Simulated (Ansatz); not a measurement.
Program: Ansatz. Geometries: PBE0-D4/def2-TZVP. ΔE: electronic, gas phase. CCSD(T)/CBS adds triple-zeta CCSD(T) − MP2 to the extrapolated MP2 energy (def2 sets, frozen cores). Elements past krypton have def2 core potentials. For In outer-core shells are correlated without core-valence functions, which leaves a few kJ/mol of doubt a bond. Each species was taken in one conformer, which may not be the lowest.

Reaction (redistribution): `BO[SiH](O)[SiH3]` + `[SiH3][SiH2][InH2]` → `B[SiH2][InH2]` + `O[SiH]([SiH3])O[SiH3]`

| level | ΔE (kcal/mol) |
| --- | --- |
| CCSD/def2-TZVPP | 12.2 |
| SCS-MP2/def2-QZVPP | 9.8 |

(1) What does CCSD(T)/CBS give? (Estimate.)

Largest T1 diagnostic among the species: 0.015.

Answers

(1) Ansatz gave: +9.8 kcal/mol. The listed levels differ from it by 2.4, 0.0 kcal/mol.

In def2-TZVPP, CCSD(T) changes the Hartree–Fock value by −9.2 kcal/mol (the triples alone add −1.5 kcal/mol) and MP2 by −11.5 kcal/mol. From PBE to PBE0 (25 % exact exchange), in def2-TZVPP and without D4, ΔE moves by +1.3 kcal/mol.
